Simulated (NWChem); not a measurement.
System: C$_{3}$H$_{7}$FSi; SMILES FC1([SiH3])CC1

```xyz
12

F      1.5027     0.6160     0.0000
C      0.1623     0.3054     0.0000
Si    -0.1322    -1.5559     0.0000
C     -0.7063     1.2694     0.7503
C     -0.7063     1.2694    -0.7503
H      0.4705    -2.1748    -1.2175
H     -1.6098    -1.7854     0.0000
H      0.4705    -2.1748     1.2175
H     -0.1718     2.0812     1.2510
H     -1.5801     0.8929     1.2900
H     -0.1718     2.0812    -1.2510
H     -1.5801     0.8929    -1.2900
```
Atoms are numbered in this order, from 1.

All runs: NWChem. Pople sets run with spherical d functions. The geometry was optimised at PBE0/def2-SVP. Not confirmed as a minimum by frequencies. B3LYP is NWChem's, with the RPA form of VWN correlation. GIAO values for the isolated, static molecule; σ is the absolute isotropic shielding, δ = σ(reference) − σ with the isolated reference molecule computed at the same levels (13C: tetramethylsilane, 19F: trichlorofluoromethane, 1H: tetramethylsilane, 29Si: tetramethylsilane).

Task: Estimate the computed values for B3LYP/6-311G**. Quantities: δ F1 (ppm); δ C2 (ppm); δ Si3 (ppm); δ C4 (ppm); δ H6 (rotor mean) (ppm); δ H9 (ppm); δ H10 (ppm).

Result: 
| Quantity | Result |
|---|---|
| δ F1 (ppm) | -238.9 |
| δ C2 (ppm) | 67.0 |
| δ Si3 (ppm) | -61.6 |
| δ C4 (ppm) | 12.0 |
| δ H6 (rotor mean) (ppm) | 4.18 |
| δ H9 (ppm) | 0.94 |
| δ H10 (ppm) | 0.54 |
